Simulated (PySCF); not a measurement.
C3H9O2 (SMILES CC(O)C[OH2+]), charge +1, singlet, geometry from GFN2-xTB, with bond 13-5 at 1.5 times its length; PySCF with HF/6-31G.

The PySCF input:
```python
from pyscf import gto, scf

mol = gto.Mole()
mol.atom = '''
    C     1.902567    0.132740    0.229313
    C     0.495829    0.330064   -0.303422
    O    -0.313730    1.127339    0.576643
    C    -0.289970   -0.997735   -0.371701
    O    -1.687398   -0.609817   -0.240323
    H     2.447804    1.072435    0.224056
    H     1.872906   -0.242727    1.248810
    H     2.438898   -0.575065   -0.394909
    H     0.520504    0.797410   -1.294924
    H    -0.084681    2.061373    0.512163
    H    -0.154073   -1.507545   -1.325002
    H     0.006360   -1.653707    0.448339
    H    -1.408790    0.809116    0.471324
    H    -2.187593   -1.218897    0.331666
'''
mol.basis = '6-31g'
mol.charge = 1
mol.spin = 0
mol.verbose = 4
mol.build()

mf = scf.RHF(mol)
mf.kernel()
mo_i, mo_e, stable_i, stable_e = mf.stability(internal=True, external=True, return_status=True, nroots=6, tol=1e-6)
print('internally stable:', stable_i, ' externally stable:', stable_e)
if not stable_e:
    umf = mf.to_uhf() if not hasattr(mf, 'xc') else mf.to_uks()
    umf.scf_summary = {}
    umf.kernel(umf.make_rdm1(mo_e, umf.mo_occ))
```

Output, abridged:

```
PySCF version 2.14.0

[INPUT] verbose = 4
[INPUT] num. atoms = 14
[INPUT] num. electrons = 42
[INPUT] charge = 1
[INPUT] spin (= nelec alpha-beta = 2S) = 0
[INPUT] symmetry False subgroup None
[INPUT] Mole.unit = angstrom
[INPUT] Symbol           X                Y                Z      unit          X                Y                Z       unit  Magmom
[INPUT]  1 C      1.902567000000   0.132740000000   0.229313000000 AA    3.595330563635   0.250842245775   0.433338766802 Bohr   0.0
[INPUT]  2 C      0.495829000000   0.330064000000  -0.303422000000 AA    0.936981014617   0.623730563578  -0.573384480168 Bohr   0.0
[INPUT]  3 O     -0.313730000000   1.127339000000   0.576643000000 AA   -0.592863777060   2.130361959541   1.089697341648 Bohr   0.0
[INPUT]  4 C     -0.289970000000  -0.997735000000  -0.371701000000 AA   -0.547963884340  -1.885445894893  -0.702413090227 Bohr   0.0
[INPUT]  5 O     -1.687398000000  -0.609817000000  -0.240323000000 AA   -3.188720083139  -1.152387116104  -0.454144651434 Bohr   0.0
[INPUT]  6 H      2.447804000000   1.072435000000   0.224056000000 AA    4.625679166615   2.026608436398   0.423404476566 Bohr   0.0
[INPUT]  7 H      1.872906000000  -0.242727000000   1.248810000000 AA    3.539279397055  -0.458687553037   2.359908881618 Bohr   0.0
[INPUT]  8 H      2.438898000000  -0.575065000000  -0.394909000000 AA    4.608849265749  -1.086715353823  -0.746269854126 Bohr   0.0
[INPUT]  9 H      0.520504000000   0.797410000000  -1.294924000000 AA    0.983610006741   1.506886508989  -2.447051712126 Bohr   0.0
[INPUT] 10 H     -0.084681000000   2.061373000000   0.512163000000 AA   -0.160023897954   3.895430410573   0.967847801136 Bohr   0.0
[INPUT] 11 H     -0.154073000000  -1.507545000000  -1.325002000000 AA   -0.291155773190  -2.848847170457  -2.503890894501 Bohr   0.0
[INPUT] 12 H      0.006360000000  -1.653707000000   0.448339000000 AA    0.012018658152  -3.125053320276   0.847237920961 Bohr   0.0
[INPUT] 13 H     -1.408790000000   0.809116000000   0.471324000000 AA   -2.662227267026   1.529007643004   0.890673275935 Bohr   0.0
[INPUT] 14 H     -2.187593000000  -1.218897000000   0.331666000000 AA   -4.133951642016  -2.303381504054   0.626757904830 Bohr   0.0

nuclear repulsion = 207.094130921227
number of shells = 43
number of NR pGTOs = 146
number of NR cGTOs = 63
basis = 6-31g
ecp = {}

******** <class 'pyscf.scf.hf.RHF'> ********
method = RHF
initial guess = minao
damping factor = 0
level_shift factor = 0
DIIS = <class 'pyscf.scf.diis.CDIIS'>
diis_start_cycle = 1
diis_space = 8
diis_damp = 0
SCF conv_tol = 1e-09
SCF conv_tol_grad = None
SCF max_cycles = 50
direct_scf = True
direct_scf_tol = 1e-13
Set gradient conv threshold to 3.16228e-05
Initial guess from minao.
init E= -269.267291172729
cycle= 1 E= -268.078402794696  delta_E= 1.19  |g|= 0.537  |ddm|= 3.01
cycle= 2 E= -268.155410693177  delta_E= -0.077  |g|= 0.246  |ddm|= 0.827
cycle= 3 E= -268.168381212853  delta_E= -0.013  |g|= 0.0603  |ddm|= 0.237
cycle= 4 E= -268.169370230958  delta_E= -0.000989  |g|= 0.016  |ddm|= 0.0809
cycle= 5 E= -268.169444786877  delta_E= -7.46e-05  |g|= 0.0037  |ddm|= 0.0195
cycle= 6 E= -268.16945301393  delta_E= -8.23e-06  |g|= 0.00101  |ddm|= 0.00933
cycle= 7 E= -268.169453528336  delta_E= -5.14e-07  |g|= 0.000458  |ddm|= 0.00179
cycle= 8 E= -268.169453630385  delta_E= -1.02e-07  |g|= 9.05e-05  |ddm|= 0.000914
cycle= 9 E= -268.169453636623  delta_E= -6.24e-09  |g|= 2.47e-05  |ddm|= 0.000264
cycle= 10 E= -268.169453636954  delta_E= -3.31e-10  |g|= 8.72e-06  |ddm|= 4.87e-05
Extra cycle  E= -268.169453636997  delta_E= -4.22e-11  |g|= 3.92e-06  |ddm|= 1.47e-05
converged SCF energy = -268.169453636997
rhf_internal: lowest eigs of H = [1.52010677 1.60260499 1.67930131 1.74693689 1.79684162 1.84707427]
<class 'pyscf.scf.hf.RHF'> wavefunction is stable in the internal stability analysis
rhf_real2complex: lowest eigs of H = [0.35599612 0.38733566 0.41478087 0.4233736  0.42684    0.43736852]
<class 'pyscf.scf.hf.RHF'> wavefunction is stable in the real -> complex stability analysis
rhf_external: lowest eigs of H = [0.28012961 0.29672308 0.30736904 0.32299958 0.32944512 0.34319773]
<class 'pyscf.scf.hf.RHF'> wavefunction is stable in the RHF/RKS -> UHF/UKS stability analysis
internally stable: True  externally stable: True
```
